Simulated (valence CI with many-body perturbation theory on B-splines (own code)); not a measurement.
Pt72+: E2, E3, M1, M2 decay

Method: relativistic CI+MBPT: four valence electrons over a frozen Dirac-Fock core [He], radial functions for each j: 11 s, 11 p, 9 d, 7 f, 5 g, 2 h, 1 i, with the one-electron correlation potential Σ1 (screened to all orders), the two-electron term Σ2, the three-electron term Σ3, Breit, model QED; selected single and double excitations, second order for the rest (own B-spline code, finite nucleus).

No measured spectrum was set against this ion. As an estimate, large intervals hold to a few tenths of a per cent, small ones and those within an open d or f shell to about a per cent. Among the levels kept, up to 310 cm⁻¹ of a level comes from second order outside the variational space, and about a tenth of that is noise between levels of different J, which matters for small intervals.

Lines 1 to 50 of 63 in falling wavelength, among levels below 1092.3 Ry, chosen from the decays that carry over 1 % of a level's rate. Wavelengths and rates use the calculated energies. Electric multipoles are in the length gauge, E1 and E2 with the static RPA response of the core. S is in atomic units (e²a₀⁴ for E2 and M2, e²a₀⁶ for E3), for M1 in squared Bohr magnetons. Weak lines are less certain than strong ones. Lines between different terms over intervals too small for the method are left out, as are lines whose strength nearly cancels. The highest levels of a list are the least certain.

Levels are named by their leading jj configuration (3d3/2^4 stands for four electrons in 3d with j = 3/2), which in mixed levels can hold well under half, so a name can repeat and another be missing. Letters in brackets count levels of one name in rising energy.

```csv
λ vac (nm),Upper,Lower,Type,A (s⁻¹),S (a.u.)
0.6870,(2s^2 2p1/2 2p3/2) J=1,(2s^2 2p1/2^2) J=0,M1,3.56e+10,1.28e+00
0.6802,(2s^2 2p1/2 2p3/2) J=2,(2s^2 2p1/2^2) J=0,E2,2.36e+08,1.54e-05
0.6765,(2s^2 2p3/2^2) J=2,(2s^2 2p1/2 2p3/2) J=2,M1,2.77e+10,1.59e+00
0.6756,(2s^2 2p3/2 3d5/2) J=4,(2s^2 2p1/2 3d5/2) J=3,M1,2.59e+10,2.66e+00
0.6699,(2s^2 2p3/2^2) J=2,(2s^2 2p1/2 2p3/2) J=1,M1,2.76e+10,1.54e+00
0.6461,(2s^2 2p3/2^2) J=0,(2s^2 2p1/2 2p3/2) J=1,M1,6.01e+10,6.01e-01
0.1243,(2s 2p1/2^2 3p1/2) J=0,(2s 2p1/2^2 2p3/2) J=1,M1,9.85e+10,7.01e-03
0.1234,(2s^2 2p3/2 3p1/2) J=2,(2s^2 2p3/2^2) J=0,E2,7.70e+11,9.83e-06
0.1231,(2s^2 2p1/2 3p1/2) J=1,(2s^2 2p1/2 2p3/2) J=2,E2,2.03e+12,1.54e-05
0.1231,(2s^2 2p1/2 3p1/2) J=1,(2s^2 2p1/2 2p3/2) J=2,M1,8.37e+10,1.74e-02
0.1231,(2s 2p1/2^2 3p1/2) J=0,(2s 2p1/2^2 2p3/2) J=2,E2,4.02e+12,1.02e-05
0.1229,(2s^2 2p1/2 3p1/2) J=1,(2s^2 2p1/2 2p3/2) J=1,E2,2.02e+12,1.52e-05
0.1226,(2s^2 2p3/2 3p1/2) J=1,(2s^2 2p3/2^2) J=2,E2,2.05e+12,1.52e-05
0.1226,(2s^2 2p3/2 3p1/2) J=2,(2s^2 2p3/2^2) J=2,E2,2.82e+12,3.49e-05
0.1225,(2s^2 2p1/2 3p1/2) J=0,(2s^2 2p1/2 2p3/2) J=2,E2,3.99e+12,9.84e-06
0.1223,(2s^2 2p1/2 3p1/2) J=0,(2s^2 2p1/2 2p3/2) J=1,M1,9.66e+10,6.55e-03
0.1186,(2s^2 2p3/2 3d5/2) J=4,(2s 2p1/2 2p3/2^2) J=2 [b],E2,1.44e+10,2.72e-07
0.1181,(2s 2p1/2 2p3/2 3p3/2) J=4,(2s 2p1/2 2p3/2^2) J=2 [b],E2,1.43e+11,2.64e-06
0.1175,(2s^2 2p3/2 3d5/2) J=4,(2s 2p1/2 2p3/2^2) J=3,E2,1.06e+11,1.90e-06
0.1170,(2s 2p1/2 2p3/2 3p3/2) J=4,(2s 2p1/2 2p3/2^2) J=3,E2,1.18e+12,2.09e-05
0.1170,(2s 2p1/2 2p3/2 3p3/2) J=0 [b],(2s 2p1/2 2p3/2^2) J=2 [b],E2,2.25e+12,4.40e-06
0.1170,(2s 2p1/2 2p3/2 3p3/2) J=3 [a],(2s 2p1/2 2p3/2^2) J=2 [a],E2,1.26e+12,1.73e-05
0.1170,(2s^2 2p3/2 3p3/2) J=2,(2s^2 2p3/2^2) J=0,E2,8.18e+11,8.00e-06
0.1169,(2s 2p1/2 2p3/2 3p3/2) J=1 [d],(2s 2p1/2 2p3/2^2) J=2 [b],E2,1.28e+12,7.47e-06
0.1168,(2s 2p1/2 2p3/2 3p3/2) J=1 [d],(2s 2p1/2 2p3/2^2) J=1 [a],E2,1.13e+12,6.56e-06
0.1167,(2s 2p1/2^2 3p3/2) J=2,(2s 2p1/2^2 2p3/2) J=2,E2,1.38e+12,1.33e-05
0.1167,(2s^2 2p1/2 3p3/2) J=2,(2s^2 2p1/2 2p3/2) J=2,E2,1.40e+12,1.35e-05
0.1167,(2s^2 2p1/2 3p3/2) J=1,(2s^2 2p1/2 2p3/2) J=2,E2,1.01e+12,5.87e-06
0.1166,(2s^2 2p3/2 3p3/2) J=3,(2s^2 2p3/2^2) J=2,E2,1.60e+12,2.15e-05
0.1166,(2s^2 2p3/2 3p3/2) J=1,(2s^2 2p3/2^2) J=2,E2,1.61e+12,9.26e-06
0.1165,(2s 2p1/2 2p3/2 3p3/2) J=4,(2s 2p1/2 2p3/2^2) J=2 [a],E2,7.64e+10,1.32e-06
0.1165,(2s^2 2p1/2 3p3/2) J=2,(2s^2 2p1/2 2p3/2) J=1,E2,6.12e+11,5.86e-06
0.1165,(2s^2 2p1/2 3p3/2) J=1,(2s^2 2p1/2 2p3/2) J=1,E2,1.01e+12,5.81e-06
0.1159,(2s^2 2p3/2 3p3/2) J=0,(2s^2 2p3/2^2) J=2,E2,4.11e+12,7.68e-06
0.1157,(2s 2p1/2 2p3/2 3p3/2) J=1 [d],(2s 2p1/2 2p3/2^2) J=3,E2,7.22e+11,4.02e-06
0.1154,(2s 2p1/2 2p3/2 3p3/2) J=0 [b],(2s 2p1/2 2p3/2^2) J=2 [a],E2,5.51e+11,1.01e-06
0.1147,(2s 2p1/2 2p3/2 3d5/2) J=5,(2s 2p1/2 2p3/2^2) J=3,M2,1.23e+11,2.39e-06
0.1147,(2s 2p1/2 2p3/2 3d5/2) J=5,(2s 2p1/2 2p3/2^2) J=3,E3,6.92e+09,6.31e-07
0.1142,(2s^2 2p3/2 3d5/2) J=4,(2s^2 2p3/2^2) J=2,M2,1.11e+11,1.74e-06
0.1142,(2s^2 2p3/2 3d5/2) J=4,(2s^2 2p3/2^2) J=2,E3,8.32e+09,6.04e-07
0.09985,(2s 2p1/2 2p3/2 3p3/2) J=4,(2s 2p1/2^2 2p3/2) J=2,E2,2.21e+12,1.77e-05
0.09969,(2s 2p1/2 2p3/2 3p3/2) J=1 [d],(2s 2p1/2^2 2p3/2) J=1,E2,1.22e+12,3.21e-06
0.09960,(2s^2 2p1/2 3p3/2) J=2,(2s^2 2p1/2^2) J=0,E2,2.02e+12,8.82e-06
0.09945,(2s^2 2p3/2 3p3/2) J=3,(2s^2 2p1/2 2p3/2) J=2,E2,1.03e+12,6.27e-06
0.09944,(2s^2 2p3/2 3p3/2) J=1,(2s^2 2p1/2 2p3/2) J=2,E2,2.18e+12,5.69e-06
0.09930,(2s^2 2p3/2 3p3/2) J=3,(2s^2 2p1/2 2p3/2) J=1,E2,1.51e+12,9.11e-06
0.09930,(2s^2 2p3/2 3p3/2) J=1,(2s^2 2p1/2 2p3/2) J=1,E2,2.52e+11,6.52e-07
0.09918,(2s^2 2p3/2 3p3/2) J=2,(2s^2 2p1/2 2p3/2) J=2,E2,1.76e+12,7.54e-06
0.09904,(2s^2 2p3/2 3p3/2) J=2,(2s^2 2p1/2 2p3/2) J=1,E2,7.61e+11,3.24e-06
0.09895,(2s^2 2p3/2 3p3/2) J=0,(2s^2 2p1/2 2p3/2) J=2,E2,2.48e+12,2.10e-06
```
